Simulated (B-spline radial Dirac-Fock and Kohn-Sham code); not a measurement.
**Sn: eigenvalues, ΔSCF and the reference**

System: neutral tin, configuration [Kr] 4d10 5s2 5p2.

The density-functional columns are spherical, spin-unpolarised Dirac-Kohn-Sham results without Breit or QED terms: −ε is minus the orbital energy of the initial state and ΔSCF the difference of two total energies, and "half-occupied" is minus the orbital energy with half an electron removed (Slater transition state). The reference in the last column comes from Dirac-Fock energy differences between relaxed states, corrected for Breit and QED terms. All numbers are from a radial finite-basis atomic code, in eV; a selection of levels is shown. For the 1s level of heavy atoms much of the gap between ΔSCF and the reference is the Breit and QED part, -95.9 eV here; for other levels the error of the functional can be larger.

```csv
level,LDA −ε,LDA half-occupied,PBE −ε,PBE ΔSCF,PBE0 −ε,Dirac-Fock
1s,28959.2,29294.5,28993.3,29328.9,29087.7,29207.4
2s,4371.5,4429.3,4375.7,4433.4,4413.7,4479.7
2p1/2,4085.8,4158.1,4087.3,4159.8,4119.6,4165.4
2p3/2,3855.5,3923.4,3856.7,3924.7,3888.7,3937.9
3s,843.1,861.9,844.4,863.3,862.2,895.7
3p1/2,726.8,746.2,727.3,746.7,742.5,767.9
3p3/2,684.8,703.5,685.2,703.9,700.0,725.3
3d3/2,478.4,499.2,478.1,499.0,489.0,501.6
3d5/2,469.7,490.2,469.4,490.1,480.2,493.2
4s,133.6,141.8,133.8,142.1,141.0,154.4
4p1/2,94.80,102.7,94.87,102.9,100.6,110.2
4p3/2,87.15,94.89,87.31,95.13,92.96,102.6
4d3/2,26.52,33.34,26.44,33.34,29.43,32.24
4d5/2,25.47,32.23,25.40,32.24,28.37,31.22
5s,10.80,14.77,10.54,14.52,11.79,13.18
5p,3.88,7.06,3.70,6.89,3.57,6.37
```

**Question.** Order the estimates of the K (1s) level by their distance from the Dirac-Fock value, nearest first.
A. PBE ΔSCF
B. PBE −ε
C. PBE0 −ε
D. LDA half-occupied
E. LDA −ε

**Answer.** D (87.1 eV), C (119.7 eV), A (121.5 eV), B (214.1 eV), E (248.2 eV).

Values without a named source are computed, but for edge energies of neutral atoms, which are taken from tables.
